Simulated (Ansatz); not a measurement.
`C#C[Si](F)(F)C#C`. Total charge 0; spin multiplicity 1.

| atom | x (Å) | y (Å) | z (Å) |
| --- | --- | --- | --- |
| C1 | -2.228 | -0.065 | 1.346 |
| C2 | -1.108 | 0.200 | 0.987 |
| Si3 | 0.562 | 0.573 | 0.423 |
| F4 | 1.593 | 0.205 | 1.560 |
| F5 | 0.691 | 2.124 | 0.159 |
| C6 | 0.985 | -0.326 | -1.081 |
| C7 | 1.245 | -0.937 | -2.086 |
| H8 | -3.218 | -0.296 | 1.666 |
| H9 | 1.479 | -1.477 | -2.975 |

Q: List the harmonic frequencies (cm⁻¹, unscaled) at PBE0-D4/def2-TZVP in Ansatz. (An estimate is asked.)

A: Ansatz gave: 90, 133, 136, 191, 293, 323, 372, 404, 414, 590, 740, 749, 750, 753, 753, 915, 977, 2179, 2182, 3464, 3464.

Q: Is this a minimum?

A: Yes, all 21 modes are real.

Q: Give the ideal-gas thermochemistry at 298.15 K and 1 bar (rigid rotor, harmonic oscillator; point group C2v, symmetry number 2).

A: Zero-point energy 118.9 kJ/mol; H(298) − E = 142.3 kJ/mol; entropy 361.3 J/(mol·K), of which translation 168.2, rotation 112.4, vibration 80.7; G(298) − E = 34.6 kJ/mol. Modes under 100 cm⁻¹ are hindered rotations or soft bends, so the harmonic entropy is rough.

Q: And at 400, 500, 600, 800 and 1000 K?

A: 
```tsv
T (K)	H − E (kJ/mol)	S (J/mol/K)	G − E (kJ/mol)
400	155.6	399.6	-4.2
500	170.1	431.7	-45.8
600	185.5	459.8	-90.4
800	218.3	507.0	-187.3
1000	253.1	545.7	-292.7
```
